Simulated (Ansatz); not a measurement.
Cartesian coordinates (Å):
```xyz
7

B      1.4604     0.2565     0.2593
B     -0.0975    -0.0164    -0.0177
C     -1.4487    -0.2541    -0.2575
H      2.1479     0.7942    -0.5587
H      1.9703    -0.0718     1.2905
H     -1.9381     0.0325    -1.1839
H     -2.0943    -0.7409     0.4681
```
Charge 0, multiplicity 1.

Level of theory: frozen-core CCSD(T)/cc-pVTZ // PBE0-D3(BJ)/def2-TZVP in Ansatz (a first-principles code). The restricted HF reference is unstable towards unrestricted orbitals.

```
Quantity                       Value
----------------------  ------------
HF energy               -89.50941 Ha
MP2 correlation energy   -0.35217 Ha
```

**Question.** Estimate the CCSD correlation energy, the (T) correction, the total energy and the T1 diagnostic.

**Answer.** 
| Quantity | Value |
|---|---|
| CCSD correlation energy | -0.38903 Ha |
| (T) correction | -0.01709 Ha |
| CCSD(T) total energy | -89.91552 Ha |
| T1 diagnostic | 0.017 |
